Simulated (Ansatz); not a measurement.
One change: `[SiH3][SiH2]I` becomes `O[SiH2][SiH3]`.

Ansatz, PBE0-D4/def2-TZVP geometries, multiplicity 1. Each molecule was computed in one conformer, which needn't be the lowest.

Elements past krypton have def2 core potentials.

```csv
property,`[SiH3][SiH2]I`
HOMO energy (ωB97M-V/def2-TZVPP) / eV,-9.56
LUMO energy (PBE/def2-TZVPP) / eV,-1.89
HOMO energy (PBE0/def2-TZVPP) / eV,-7.51
"ideal-gas entropy at 298 K and 1 bar (rigid rotor, harmonic PBE0-D4/def2-TZVP) / J/(mol·K)",343
size of the dipole moment (PBE/def2-TZVPP) / D,1.16
HOMO–LUMO gap (PBE0/def2-TZVPP) / eV,6.43
```

Question: What does the change do to each property? (Best estimate.)

Answer: The calculation gave: 
```tsv
property	`O[SiH2][SiH3]`	shift
HOMO energy (ωB97M-V/def2-TZVPP) / eV	-9.94	-0.38
LUMO energy (PBE/def2-TZVPP) / eV	-1.33	0.56
HOMO energy (PBE0/def2-TZVPP) / eV	-7.86	-0.35
ideal-gas entropy at 298 K and 1 bar (rigid rotor, harmonic PBE0-D4/def2-TZVP) / J/(mol·K)	321	-22
size of the dipole moment (PBE/def2-TZVPP) / D	1.14	-0.02
HOMO–LUMO gap (PBE0/def2-TZVPP) / eV	7.39	0.96
```

With PBE0 the HOMO falls by 0.35 eV and the LUMO rises by 0.60 eV, so the gap widens by about 0.95 eV. PBE moves the HOMO by -0.21 eV and ωB97M-V by -0.38 eV. The zero-point energy changes by 34.2 kJ/mol with +3 modes. Dipoles are sizes alone; their direction can turn.

Spin–orbit coupling is left out; it splits and shifts lone-pair levels of the heavy atoms by tenths of an eV.
